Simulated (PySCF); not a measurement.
Species: SiBr4.
Bonds: Br1–Si2, Si2–Br3, Si2–Br4, Si2–Br5.

Method used: MP2 and CCSD/aug-cc-pVDZ in PySCF, restricted Hartree–Fock reference, 41 core orbitals frozen, non-relativistic, gas phase, PBE0-D3(BJ)/def2-SVP geometry.

E(HF) = -10578.67587 Eh.

Question: How large is the problem?

Answer: 171 basis functions and 154 electrons; 41 orbitals frozen, which leaves o = 36 correlated occupied and v = 94 virtual orbitals. That is o·v = 3384 singles and o·v(o·v + 1)/2 = 5727420 distinct closed-shell doubles amplitudes before symmetry; the costliest CCSD step grows as o²v⁴ = 1.0 × 10^11.

Question: What are the MP2 and CCSD correlation energies?

Answer: MP2 -0.6500 Eh and CCSD -0.6809 Eh, which gives totals of -10579.32592 and -10579.35674 Eh. That is 0.257 eV for each correlated electron at CCSD (1788 kJ/mol in all, 0.006 % of the total energy); MP2 gives 95.5 % of the CCSD value.

Question: What is the T1 diagnostic?

Answer: 0.0075, below the customary warning level of 0.02. It is the norm of the spatial-orbital singles amplitudes over the root of the number of correlated electrons, so the norm is 0.064.

No triples correction and no basis-set extrapolation were made.

The job also held the EOM ionisation roots. The run took 12 min of wall time on one thread, Arm Neoverse V1 (aarch64), shared host, and the process peaked at 3.0 GiB of memory.
